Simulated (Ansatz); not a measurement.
Z-matrix (Å, degrees):
```
Ga
Cl 1 2.361
Cl 1 2.361 2 90.2
H 1 1.552 2 106.3 3 107.0
H 1 1.552 2 106.3 3 -107.0
Ga 2 2.361 1 89.8 3 0.1
H 6 1.552 2 106.3 1 -107.1
H 6 1.552 2 106.3 1 106.9
```

The species carries charge 0 and has multiplicity 1.

(1) List the B3LYP/def2-TZVPP orbital energies in eV (Ansatz 0.2.0). (Estimate.)

Answers

(1) The calculation gave: Occupied: -10138.40, -10138.40, -2762.89, -2762.89, -1250.14, -1250.14, -1107.36, -1107.36, -1107.33, -1107.33, -1107.27, -1107.27, -257.64, -257.64, -196.61, -196.61, -196.59, -196.59, -196.51, -196.51, -150.20, -150.20, -103.57, -103.57, -103.51, -103.51, -103.32, -103.32, -23.82, -23.56, -23.42, -23.39, -23.37, -23.24, -23.22, -23.21, -23.20, -23.19, -22.67, -22.04, -13.43, -13.03, -10.70, -10.39, -10.21, -9.60, -9.38, -9.18, -8.97, -8.22. Lowest empty: -1.17, -0.61, -0.05, 0.33, 0.34, 0.96, 2.34, 3.57.

B3LYP here is the variant with VWN-RPA as its local correlation; programs differ in this.
